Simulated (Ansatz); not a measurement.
Reaction: H2S2 (SMILES SS) → H2S2 (parent SMILES SS, triplet)
Each species at its own B3LYP-D3(BJ)/def2-TZVP minimum (Ansatz, a first-principles code).

Total energies in hartree (Ansatz). Open shells are spin-unrestricted; no spin-orbit coupling. Cores are frozen in correlated methods. No relativity. The UHF reference of H2S2 (parent SMILES SS, triplet) is spin-contaminated (<S^2> up to 0.07 over the pure value in the sets run). The determinant of H2S2 (parent SMILES SS, triplet) is a saddle point of the SCF energy; a lower one exists, which strains HF and MP2. The spin of H2S2 (parent SMILES SS, triplet) was assumed, and the state is the lowest solution found for it.

| species | HF/cc-pV(T+d)Z | CCSD(T)/cc-pV(T+d)Z | HF/cc-pV(Q+d)Z | CCSD(T)/cc-pV(Q+d)Z | CCSDT(Q)/cc-pV(T+d)Z |
|---|---|---|---|---|---|
| 1: H2S2 (SMILES SS) | -796.26498 | -796.67732 | -796.27249 | -796.71514 | -796.67948 |
| 2: H2S2 (parent SMILES SS, triplet) | -796.17936 | -796.59194 | -796.18738 | -796.62769 | -796.59612 |

Task: Work out the adiabatic triplet-singlet gap (electronic) in kJ/mol: take Hartree-Fock from cc-pV(Q+d)Z, extrapolate the CCSD(T) correlation energy as X^-3 (X = 3, 4), and add CCSDT(Q) - CCSD(T) in cc-pV(T+d)Z. 1 hartree = 2625.5 kJ/mol.

Result: 
Species 1: correlation (64·(-0.44265) - 27·(-0.41234))/37 = -0.46477; step -0.00216; E1 = -796.27249 + (-0.46477) + (-0.00216) = -796.73942
Species 2: correlation (64·(-0.44031) - 27·(-0.41258))/37 = -0.46055; step -0.00418; E2 = -796.18738 + (-0.46055) + (-0.00418) = -796.65211
-1·E1 +1·E2 = 0.08731 hartree = 229.2 kJ/mol.
